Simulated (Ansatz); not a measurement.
Stepwise reaction of `O=C=[N][Al]([Cl])[Cl]` with hydrogen fluoride, as a gas-phase model of exchange steps in deposition or etching. ΔE in kJ/mol; ΔG adds harmonic PBE0-D4 terms to CCSD(T)/CBS, at 1 bar.

Program: Ansatz. Geometries: PBE0-D4/def2-TZVP. ΔE: electronic, gas phase. CCSD(T)/CBS adds triple-zeta CCSD(T) − MP2 to the extrapolated MP2 energy (def2 sets, frozen cores). This one scheme is used for every species. Functionals use def2-TZVPP. B3LYP here is the variant with VWN-RPA as its local correlation; programs differ in this. Each species was taken in one conformer, which may not be the lowest.

```
step                                                      reaction  PBE-D4  B3LYP-D4  ωB97M-V  CCSD(T)/CBS  ΔG(400 K)
   1  `O=C=[N][Al]([Cl])[Cl]` + H–F → `O=C=[N][Al]([F])[Cl]` + HCl   -17.8     -23.8    -21.5        -19.3      -26.6
   2    `O=C=[N][Al]([F])[Cl]` + H–F → `O=C=[N][Al]([F])[F]` + HCl   -17.2     -23.1    -20.5        -19.3      -22.8
```

By hand: ΔE of the 2 steps together at CCSD(T)/CBS.

(-19.3) + (-19.3) = -38.6 kJ/mol, or -19.3 kJ/mol a step.

In ΔE the steps differ by no more than 0.0 kJ/mol. All are downhill at CCSD(T)/CBS. ΔG lies between -26.6 and -22.8 kJ/mol a step. PBE-D4 differs from CCSD(T)/CBS by 1.5 to 2.1 kJ/mol a step. Isolated molecules leave out the surface, adducts and barriers. Largest T1 diagnostic: 0.015.
